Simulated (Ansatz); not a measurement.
`Cl[SiH](Cl)Cl` + `O[SiH3]` → `[SiH3]O[SiH](Cl)Cl` + HCl at 700 K and 1 bar (ligand exchange at the Si–Cl bond).

Program: Ansatz. Geometries: PBE0-D4/def2-TZVP. ΔE: electronic, gas phase. CCSD(T)/CBS is the MP2 limit (def2-TZVPP, def2-QZVPP) plus CCSD(T) − MP2 in def2-TZVPP, frozen cores. This one scheme is used for every species. One conformer a species, not always the lowest.

```tsv
species	CCSD(T)/CBS energy (Eh)	H − E (kJ/mol)	S (J/(mol·K))
`Cl[SiH](Cl)Cl`	-1669.16736	88.6	388.1
`O[SiH3]`	-366.69042	144.6	321.6
`[SiH3]O[SiH](Cl)Cl`	-1575.48976	192.4	513.5
HCl	-460.38127	38.4	211.8
```

H − E and S are ideal-gas, rigid-rotor, harmonic terms from PBE0-D4/def2-TZVP, for one conformer and one mirror image of each species. 1 Eh = 2625.50 kJ/mol, R = 8.31446 J/(mol·K).

Problem. By hand: ΔE, ΔH, ΔS and ΔG.

Solution. ΔE = (-1575.48976) + (-460.38127) − (-1669.16736) − (-366.69042) = -0.01325 Eh = -34.8 kJ/mol. Δ(H − E) = 192.4 + 38.4 − 88.6 − 144.6 = -2.4, so ΔH = -37.2 kJ/mol. ΔS = 513.5 + 211.8 − 388.1 − 321.6 = 15.6 J/(mol·K). ΔG = -37.2 − 700 × (15.6)/1000 = -48.1 kJ/mol.

Problem. By hand: the equilibrium constant, and the temperature at which ΔG would vanish if ΔH and ΔS stayed fixed.

Solution. log₁₀ K = −ΔG/(RT ln 10) = 3.6. ΔH and −TΔS have one sign here, so there is no such temperature.

ΔH outweighs TΔS. A doubt of 5 kJ/mol in ΔE shifts log₁₀ K by 0.4 here. Other conformers and mirror images would add mixing entropy, several J/(mol·K) or more a flexible species. Modes under 60 cm⁻¹, often nearly free rotors, make the harmonic entropy too high. These are equilibria of isolated gas molecules and say nothing of rates. Largest T1 diagnostic: 0.011 (customary marks: 0.02 for closed shells, 0.045 for open ones).
